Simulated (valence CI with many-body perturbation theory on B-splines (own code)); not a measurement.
**E1 transitions of Tb³³⁺**

Method: valence CI with perturbative core correlation (CI+MBPT): four valence electrons over a frozen Dirac-Fock core [Ar] 3d10, radial functions for each j: 11 s, 11 p, 9 d, 7 f, 5 g, 2 h, 1 i, with the one-electron correlation potential Σ1, the two-electron term Σ2, the three-electron term Σ3, Breit, model QED; selected CI, second order for the rest (own B-spline code, finite nucleus).

The last digits are not significant, and no measured levels were compared; by estimate large intervals hold to a few tenths of a per cent, small ones and those within an open d or f shell to about a per cent.

Lines 1 to 50 of 235 in falling wavelength, among levels below 2663400 cm⁻¹, chosen from the strongest by gf and those to the six lowest levels. Wavelengths and rates use the calculated energies. Electric multipoles are in the length gauge, E1 and E2 with the static RPA response of the core. Weak lines are less certain than strong ones. Lines between different terms over intervals too small for the method are left out, as are lines whose strength nearly cancels. Where a level lies close to another of its J and parity, the split of strength between their lines is uncertain. The highest levels of a list are the least certain.

Levels are named by their leading jj configuration (3d3/2^4 stands for four electrons in 3d with j = 3/2), which in mixed levels can hold well under half, so a name can repeat and another be missing. Letters in brackets count levels of one name in rising energy.

```
λ vac (nm)                           Upper                       Lower   A (s⁻¹)  S (a.u.) with core polarisation  S without
     51.59          (4s 4p1/2^2 4p3/2) J=2          (4s^2 4p3/2^2) J=2  4.88e+06                         1.65e-03   1.77e-03
     43.75          (4s 4p1/2^2 4p3/2) J=1          (4s^2 4p3/2^2) J=0  6.66e+06                         8.26e-04   8.85e-04
     34.38          (4s 4p1/2^2 4p3/2) J=1          (4s^2 4p3/2^2) J=2  5.85e+07                         3.52e-03   3.76e-03
     21.31  (4s 4p1/2 4p3/2 4d3/2) J=3 [a]      (4s^2 4p3/2 4d3/2) J=2  1.59e+09                         5.33e-02   5.72e-02
     20.51      (4s 4p1/2 4p3/2 4d3/2) J=4      (4s^2 4p3/2 4d3/2) J=3  3.07e+09                         1.18e-01   1.26e-01
     19.55  (4s 4p1/2 4p3/2 4d5/2) J=4 [a]      (4s^2 4p3/2 4d5/2) J=4  1.60e+09                         5.31e-02   5.70e-02
     19.34  (4s 4p1/2 4p3/2 4d5/2) J=3 [a]      (4s^2 4p3/2 4d5/2) J=2  2.43e+09                         6.08e-02   6.52e-02
     19.32      (4s 4p1/2 4p3/2^2) J=2 [a]          (4s^2 4p3/2^2) J=2  9.59e+08                         1.71e-02   1.83e-02
     18.96  (4s 4p1/2 4p3/2 4d5/2) J=4 [b]      (4s^2 4p3/2 4d5/2) J=3  4.63e+09                         1.40e-01   1.50e-01
     18.42          (4s 4p1/2^2 4d3/2) J=2  (4s 4p1/2 4p3/2^2) J=1 [a]  3.15e+09                         4.86e-02   5.21e-02
     18.38          (4s 4p1/2^2 4d5/2) J=3      (4s^2 4p1/2 4d5/2) J=2  4.35e+09                         9.33e-02   1.00e-01
     18.12  (4s 4p1/2 4p3/2 4d3/2) J=3 [b]      (4s^2 4p3/2 4d3/2) J=3  2.04e+09                         4.19e-02   4.49e-02
     17.81          (4s 4p1/2^2 4d5/2) J=3      (4s^2 4p1/2 4d5/2) J=3  4.45e+09                         8.67e-02   9.30e-02
     17.75  (4s 4p1/2 4p3/2 4d3/2) J=2 [b]      (4s^2 4p3/2 4d3/2) J=1  3.57e+09                         4.93e-02   5.28e-02
     17.69  (4s 4p1/2 4p3/2 4d3/2) J=3 [c]      (4s^2 4p3/2 4d3/2) J=3  2.45e+09                         4.70e-02   5.04e-02
     17.61      (4s 4p1/2 4p3/2 4d5/2) J=5      (4s^2 4p3/2 4d5/2) J=4  7.64e+09                         2.26e-01   2.43e-01
     17.60          (4s 4p1/2^2 4p3/2) J=2      (4s^2 4p1/2 4p3/2) J=2  5.08e+09                         6.84e-02   7.33e-02
     17.53  (4s 4p1/2 4p3/2 4d3/2) J=3 [b]      (4s^2 4p3/2 4d3/2) J=2  2.00e+09                         3.72e-02   4.00e-02
     17.49           (4p1/2^2 4p3/2^2) J=2  (4s 4p1/2 4p3/2^2) J=2 [b]  4.94e+09                         6.53e-02   7.00e-02
     17.48          (4s^2 4p1/2 4d3/2) J=2          (4s^2 4p3/2^2) J=2  8.10e+08                         1.07e-02   1.15e-02
     17.44          (4s 4p1/2 4p3/2^2) J=3          (4s^2 4p3/2^2) J=2  6.75e+09                         1.24e-01   1.33e-01
     17.26  (4s 4p1/2 4p3/2 4d5/2) J=2 [c]      (4s^2 4p3/2 4d5/2) J=1  4.90e+09                         6.21e-02   6.66e-02
     17.13  (4s 4p1/2 4p3/2 4d3/2) J=3 [c]      (4s^2 4p3/2 4d3/2) J=2  1.92e+09                         3.33e-02   3.57e-02
     16.93      (4s 4p1/2 4p3/2^2) J=1 [a]          (4s^2 4p3/2^2) J=0  1.66e+09                         1.20e-02   1.28e-02
     16.87  (4s 4p1/2 4p3/2 4d3/2) J=2 [c]      (4s^2 4p3/2 4d3/2) J=2  3.42e+09                         4.05e-02   4.34e-02
     16.77          (4s 4p1/2^2 4p3/2) J=2      (4s^2 4p1/2 4p3/2) J=1  7.11e+09                         8.27e-02   8.86e-02
     16.56  (4s 4p1/2 4p3/2 4d5/2) J=3 [d]      (4s^2 4p3/2 4d5/2) J=3  3.75e+09                         5.88e-02   6.31e-02
     16.32          (4s 4p1/2^2 4d3/2) J=1      (4s^2 4p1/2 4d3/2) J=2  1.01e+10                         6.52e-02   6.99e-02
     16.07          (4s 4p1/2^2 4d3/2) J=2      (4s 4p1/2 4p3/2^2) J=3  3.18e+09                         3.26e-02   3.49e-02
     16.03          (4s 4p1/2^2 4d3/2) J=2      (4s^2 4p1/2 4d3/2) J=2  8.66e+09                         8.80e-02   9.43e-02
     15.85      (4s 4p1/2 4p3/2^2) J=1 [b]          (4s^2 4p3/2^2) J=0  7.27e+09                         4.29e-02   4.60e-02
     15.76             (4p1/2 4p3/2^3) J=1            (4s 4p3/2^3) J=2  1.36e+10                         7.90e-02   8.47e-02
     15.57          (4s 4p1/2^2 4d5/2) J=2      (4s^2 4p1/2 4d5/2) J=2  5.58e+09                         5.20e-02   5.57e-02
     15.39           (4p1/2^2 4p3/2^2) J=0  (4s 4p1/2 4p3/2^2) J=1 [b]  4.59e+10                         8.25e-02   8.85e-02
     15.32      (4s 4p1/2 4p3/2^2) J=1 [a]          (4s^2 4p3/2^2) J=2  5.82e+09                         3.10e-02   3.32e-02
     15.16          (4s 4p1/2^2 4d5/2) J=2      (4s^2 4p1/2 4d3/2) J=1  5.32e+09                         4.57e-02   4.91e-02
     15.15          (4s 4p1/2^2 4d5/2) J=2      (4s^2 4p1/2 4d5/2) J=3  1.34e+10                         1.15e-01   1.23e-01
     15.13  (4s 4p1/2 4p3/2 4d5/2) J=2 [d]      (4s^2 4p3/2 4d5/2) J=2  6.10e+09                         5.21e-02   5.59e-02
     15.04  (4s 4p1/2 4p3/2 4d3/2) J=2 [d]      (4s^2 4p3/2 4d3/2) J=3  7.67e+09                         6.44e-02   6.90e-02
     15.03          (4s 4p1/2^2 4p3/2) J=1      (4s^2 4p1/2 4p3/2) J=2  1.76e+10                         8.87e-02   9.50e-02
     14.79  (4s 4p1/2 4p3/2 4d5/2) J=3 [c]      (4s^2 4p3/2 4d5/2) J=4  1.19e+10                         1.33e-01   1.43e-01
     14.78          (4s^2 4p1/2 4d3/2) J=1          (4s^2 4p3/2^2) J=0  1.06e+09                         5.09e-03   5.45e-03
     14.77  (4s 4p1/2 4p3/2 4d5/2) J=4 [c]      (4s^2 4p3/2 4d5/2) J=4  8.75e+09                         1.25e-01   1.34e-01
     14.58  (4s 4p1/2 4p3/2 4d5/2) J=2 [d]            (4s 4p3/2^3) J=1  6.91e+09                         5.29e-02   5.67e-02
     14.45  (4s 4p1/2 4p3/2 4d5/2) J=1 [c]      (4s^2 4p3/2 4d5/2) J=2  8.50e+09                         3.80e-02   4.07e-02
     14.43      (4s 4p1/2 4p3/2^2) J=1 [b]          (4s^2 4p3/2^2) J=2  1.04e+09                         4.64e-03   4.98e-03
     14.42          (4s 4p1/2^2 4p3/2) J=1      (4s^2 4p1/2 4p3/2) J=1  3.90e+09                         1.73e-02   1.85e-02
     14.41           (4p1/2^2 4p3/2^2) J=2      (4s 4p1/2 4p3/2^2) J=3  2.78e+10                         2.05e-01   2.20e-01
     14.38      (4s 4p1/2 4p3/2^2) J=2 [b]          (4s^2 4p3/2^2) J=2  7.97e+09                         5.85e-02   6.26e-02
     14.31  (4s 4p1/2 4p3/2 4d5/2) J=2 [b]            (4s 4p3/2^3) J=2  1.08e+10                         7.78e-02   8.34e-02
```
